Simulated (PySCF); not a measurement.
**Orbital energies and ionisation energy**

Compound: CH7OPSi.
SMILES with atom numbers: `[CH3:1][O:2][SiH2:3][PH2:4]` (hydrogens: H5, H6, H7 on C1; H8, H9 on Si3; H10, H11 on P4)

Structure used (PBE0-D3(BJ)/def2-SVP), in Å, numbered top down from 1:
```xyz
11
CH7OPSi angstrom
C     -1.7367    0.4439   -0.0075
O     -0.8534   -0.4719    0.5794
Si     0.6271   -0.8758   -0.0610
P      1.8953    0.9882   -0.3062
H     -2.1759    0.0486   -0.9418
H     -1.2453    1.4063   -0.2423
H     -2.5577    0.6439    0.6976
H      1.2085   -1.8839    0.8663
H      0.4865   -1.4634   -1.4333
H      2.9966    0.2319   -0.8169
H      2.3770    0.9711    1.0389
```

Level: PBE0/def2-SVPD (PySCF). Frontier orbitals with their largest atomic shares (Löwdin; up to four atoms above 4 %):

```csv
orbital,ε (eV),main atoms
HOMO−3,-9.57,"Si3 21 %, P4 20 %, O2 16 %, H9 12 %"
HOMO−2,-8.96,"O2 47 %, P4 12 %, C1 12 %, Si3 8 %"
HOMO−1,-8.31,"O2 38 %, P4 18 %, Si3 12 %, H9 8 %"
HOMO,-7.42,?
LUMO,0.06,"Si3 31 %, P4 23 %, H10 9 %, C1 8 %"
LUMO+1,0.32,"P4 41 %, H11 20 %, Si3 20 %, H9 7 %"
LUMO+2,0.52,"P4 27 %, Si3 27 %, H10 14 %, H9 9 %"
```

Q: What vertical ionisation energy does ΔSCF give, and how far is −ε(HOMO) from it?

A: ΔSCF: 9.40 eV (907 kJ/mol; threshold wavelength 132 nm); ⟨S²⟩ of the doublet left behind is 0.759, against 0.75 for a pure doublet. −ε(HOMO) is 7.42 eV, 1.98 eV below it. For the exact functional −ε(HOMO) would equal the first vertical ionisation energy; PBE0 (global hybrid, 25 % exact exchange) falls short of its own ΔSCF value by 21 %.

Q: On which atoms does the HOMO lie?

A: P4 (three-coordinate phosphorus) 55 %, Si3 (oxygen-bound silicon) 14 %, O2 (silyl ether oxygen) 11 %, H11 (P–H hydrogen) 5 %, so more than half of it is on one atom. The HOMO−1 lies 0.89 eV lower.

Q: What total energies stand behind the ΔSCF value?

A: E(N) = -747.75126 Eh and E(N − 1) = -747.40595 Eh at the same geometry, 0.34531 Eh apart.

Q: What kinetic energy would electrons from this vertical process carry with Lyman-α light (10.199 eV)?

A: 10.20 − 9.40 = 0.80 eV.

One conformer (not necessarily the lowest) at the PBE0-D3(BJ)/def2-SVP geometry, without solvent, vibrations or thermal averaging.
